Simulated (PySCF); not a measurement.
## Adding and removing an electron: NaCd

UHF-CCSD(T); basis Na def2-SVP, Cd def2-SVP with ECP28; scalar-relativistic core potentials; PySCF 2.14. Neutral (UHF): doublet (σ ↑), Re = 3.649 Å, ωe = 45.9 cm⁻¹, De = 0.05 eV.

NaCd⁺ (RHF): singlet (closed shell), Re = 3.197 Å, ωe = 115 cm⁻¹, De = 0.39 eV to Na⁺ + Cd. The energies at the minima are -329.00217 hartree for NaCd and -328.83504 for NaCd⁺.

Task: Work out the adiabatic ionisation energy, without and with harmonic zero-point energies (1 hartree = 27.2114 eV, 1 eV = 8065.5 cm⁻¹), and the change of the bond length.

Result: At CCSD(T): 0.16713 hartree = 4.548 eV between the minima; the zero-point term (115.0 − 45.9)/2 cm⁻¹ = +0.004 eV makes it 4.552 eV. Re changes by -45.2 pm against the neutral. The electron leaves a σ orbital, and the shorter bond of the ion fits an antibonding orbital, or a change in how ionic the bond is.

Correlated steps freeze 1 core orbital. Weak bonds: NaCd, NaCd⁺. Basis-set superposition, not corrected here, can be much of De in a small basis, most of all at correlated wavefunction levels. For an ion De counts to the pair picked by the measured ionisation energies or electron affinities, which need not be the lowest pair at this level. States were picked by a PBE0 search and need not be the measured ground states.

Neutral and ion stand on different kinds of reference determinant, which adds to the error of the difference.
